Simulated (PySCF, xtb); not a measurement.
trimethylsulfonium (C3H9S), SMILES C[S+](C)C, charge +1.

Geometry: PBE0-D3(BJ)/def2-SVP.

Method: IEF-PCM-B3LYP/def2-SVP in PySCF.

The values are the electrostatic part of the solvation free energy, E(continuum) − E(gas) at the gas-phase geometry, in a cavity of scaled van der Waals radii (PySCF's table); cavitation and dispersion terms are not included. In vacuum the orbital gap is 9.53 eV.

| solvent | ε | ΔG(elec) (kcal/mol) | gap (eV) |
|---|---|---|---|
| water | 78.36 | -58.1 | 9.52 |
| dichloromethane | 8.93 | ___ | ___ |
| acetone | 20.49 | -55.9 | 9.52 |

Task: Fill in the missing entries. (Estimate from the structure and the level; the computed values follow.)

Result: 
- dichloromethane, ΔG(elec) (kcal/mol): -52.2
- dichloromethane, gap (eV): 9.52

For comparison, GFN2-xTB/ALPB(water) (xtb, at the GFN2-xTB geometry, all terms of that model) gives -55.3 kcal/mol.
